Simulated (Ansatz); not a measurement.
Reaction (ligand exchange at the In–S bond): `[SH][In]([SH])[Br]` + `O[SiH3]` → `[SiH3][O][In]([SH])[Br]` + H₂S

Computed with Ansatz on PBE0-D4/def2-TZVP structures; ΔE is electronic, products minus reactants. CCSD(T)/CBS adds triple-zeta CCSD(T) − MP2 to the extrapolated MP2 energy (def2 sets, frozen cores). This one scheme is used for every species. Functionals use def2-TZVPP. B3LYP here is the variant with VWN-RPA as its local correlation; programs differ in this. def2 core potentials past Kr. For Br, In outer-core shells are correlated without core-valence functions, which leaves a few kJ/mol of doubt a bond. Scalar relativity is left out up to krypton. One conformer a species, not always the lowest.

`[SH][In]([SH])[Br]`:

Z-matrix (Å, degrees):
```
In
S 1 2.368
Br 1 2.459 2 118.2
S 1 2.364 2 124.3 3 180.0
H 2 1.344 1 92.4 3 -0.0
H 4 1.345 1 93.0 2 -0.0
```

`O[SiH3]`:

Z-matrix (Å, degrees):
```
Si
O 1 1.648
H 1 1.489 2 111.7
H 1 1.489 2 111.7 3 120.9
H 1 1.481 2 105.9 3 -119.6
H 2 0.957 1 117.9 3 -60.5
```

`[SiH3][O][In]([SH])[Br]`:

```xyz
9

Si    0.658   -1.095    1.299
O    -0.241    0.029    0.522
In   -0.293    0.763   -1.301
S    -1.900    2.412   -1.779
Br    1.338   -0.130   -2.887
H     0.460   -2.449    0.709
H     2.111   -0.772    1.231
H     0.239   -1.127    2.725
H    -2.372    2.368   -0.519
```

H₂S:

Cartesian coordinates in Å:
```
S 0.089 -0.332 -0.515
H 0.708 -0.277 0.673
H -0.797 0.609 -0.158
```

Is it downhill or uphill in electronic energy at CCSD(T)/CBS, and by how much? (Estimate.)

Ansatz gave: Uphill: ΔE = +0.45 eV.

What do these levels give: PBE-D4, PBE0, B3LYP, CCSD(T)/def2-TZVPP, MP2/def2-QZVPP, MP2/CBS(def2)? (An estimate is asked.)

The calculation gave: PBE-D4 0.56, PBE0 0.60, B3LYP 0.52, CCSD(T)/def2-TZVPP 0.45, MP2/def2-QZVPP 0.49, MP2/CBS(def2) 0.50 eV.

Largest T1 diagnostic among the species: 0.013.
